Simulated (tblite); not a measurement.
Br2Ga (SMILES [Br][Ga+][Br]), charge +1, singlet, geometry from GFN2-xTB (such geometries of metal compounds can be far from the true shape); GFN1-xTB (tblite).

tblite was given this input:
```
$ tblite run mol.xyz --method gfn1 --charge 1 --spin 0 --spin-polarized --json tblite.json --no-restart

# file mol.xyz
3

Ga     0.00000000     0.00000000     0.00000000
Br     0.00000000     0.00000000     2.29257626
Br    -0.00000000    -0.00000000    -2.29257626
```

Task: What does tblite print? Leave out banner, timings and long lists.

Result: 
```
xTB calculator
 | screened Coulomb repulsion
 | Coulomb electrostatics
 |  * isotropic Klopman-Ohno-Mataga-Nishimoto electrostatics
 |  * onsite third-order electrostatics
 | DFT-D3(BJ) dispersion correction
 | Interactions (1)
 | [1] spin polarization

halogen bonding energy    0.0000000000000E+00 Eh
repulsion energy          2.6518210861227E-02 Eh
dispersion energy        -1.0156268384591E-03 Eh
interaction energy        0.0000000000000E+00 Eh
number of electrons       1.6000000000000E+01 e
integral cutoff           4.0000000000000E+01 bohr

------------------------------------------------------------
  cycle        total energy    energy error   density error
------------------------------------------------------------
      1     -8.178419862355  -8.2039224E+00   4.1402499E-01
      2     -8.341213165729  -1.6279330E-01   3.5172900E-01
      3     -8.651065109903  -3.0985194E-01   1.4032463E-01
      4     -8.698159449627  -4.7094340E-02   4.3185699E-02
      5     -8.699419923094  -1.2604735E-03   3.6779353E-02
      6     -8.704947162645  -5.5272396E-03   1.8412577E-03
      7     -8.704947937291  -7.7464594E-07   1.0972010E-03
      8     -8.704950487275  -2.5499841E-06   1.5290657E-05
      9     -8.704950487291  -1.6189716E-11   1.0772457E-06
------------------------------------------------------------

electronic energy        -8.7304530713140E+00 Eh
total energy             -8.7049504872912E+00 Eh

Post processing:
 | Mayer-Wiberg bond orders

[Info] JSON dump of results written to 'tblite.json'
```
